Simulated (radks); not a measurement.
Q: Calculated with a radial shooting solver on a logarithmic mesh with Libxc functionals: scalar-relativistic Kohn-Sham, PBE, spin-polarised, spherical densities, finite nucleus; open shells are filled with parallel spins first (spin-orbit coupling, left out, can overturn this in heavy ions); Fermi nuclear charge, rms radius of each element as measured or else 0.836 A^(1/3) + 0.57 fm. Each species is in its NIST ground configuration. Rank Hg, Zn, Cd by radius at which the density is 0.001 e/bohr^3 (bohr), largest first.

A: Cd 4.38, Hg 4.31, Zn 4.19.
